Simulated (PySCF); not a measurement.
# A ladder of Hamiltonians for Eu⁴⁹⁺ (europium, charge +49)

Occupied: 1s1/2, 2s1/2, 2p1/2, 2p3/2, 3s1/2, 3p1/2. Hartree-Fock calculated with PySCF 2.14 in an even-tempered Gaussian basis (20 s from 5.6 bohr⁻², ratio 2.3; 16 p from 6.7 bohr⁻², ratio 2.3), Gaussian nucleus throughout. NR is non-relativistic, sf-X2C the spin-free one-electron X2C Hamiltonian, X2C adds the bare one-electron spin-orbit term, X2C-SNSO screens it by Boettger's factors, DC is four-component Dirac-Coulomb, and the Gaunt and Breit terms are added at first order (total energies over the DC spinors, levels after relaxing the spinors in that mean field). QED terms are absent. Levels marked empty are virtual spinors of this ion; the basis has s and p functions only, so 3d, which can lie below the n = 4 levels, is absent.

```json
{"Hamiltonian": "X2C", "E (hartree)": "-8451.9853"}
{"Hamiltonian": "X2C-SNSO", "E (hartree)": "-8451.2879"}
{"Hamiltonian": "DC", "E (hartree)": "-8454.4502"}
{"Hamiltonian": "DC+Gaunt", "E (hartree)": "-8445.2860"}
{"Hamiltonian": "DC+Breit", "E (hartree)": "-8446.1192"}
```

```tsv
level (eV)	X2C	X2C-SNSO	DC	DC+Gaunt	DC+Breit
1s1/2	-52200.5	-52201.4	-52251.1	-52106.4	-52116.3
2s1/2	-11394.9	-11395.3	-11401.8	-11386.6	-11387.7
2p1/2	-11023.3	-11006.1	-11009.5	-10983.5	-10986.2
2p3/2	-10316.6	-10323.2	-10328.0	-10310.4	-10313.0
3s1/2	-4535.6	-4535.7	-4537.3	-4533.5	-4533.9
3p1/2	-4408.7	-4404.4	-4405.2	-4398.7	-4399.5
3p3/2 (empty)	-4131.2	-4132.9	-4133.9	-4129.7	-4130.5
4s1/2 (empty)	-2356.9	-2356.9	-2357.5	-2356.0	-2356.2
```

Problem. How large are the two-electron picture-change error of X2C and the Breit correction in the total energy?

Solution. X2C-1e lies 2.4649 hartree above Dirac-Coulomb; Gaunt adds 9.1642 and the full Breit term 8.3310 hartree.

| interval (eV) | X2C | X2C-SNSO | DC | DC+Gaunt | DC+Breit |
| --- | --- | --- | --- | --- | --- |
| 2p3/2 − 2p1/2 | 706.7 | 683.0 | 681.5 | 673.1 | 673.2 |

Weight of the small component: 1s1/2 0.0550, 2s1/2 0.0125, 2p1/2 0.0124, 2p3/2 0.0116, 3s1/2 0.00475, 3p1/2 0.00469, 3p3/2 0.00443, 4s1/2 0.00237.

Koopmans' value for the highest occupied level at DC+Breit: 4399.5 eV, against an ionisation energy of 4400 ± 4 eV (theoretical estimate listed by NIST; NIST Atomic Spectra Database, ionization energies); the former lacks relaxation, correlation, QED and recoil.

The whole ladder took 150 s of wall time on 1 thread of Neoverse-V1 (shared host), launched as `OMP_NUM_THREADS=1 python relrun2.py TASK.json OUT` (a driver that calls PySCF for each Hamiltonian).
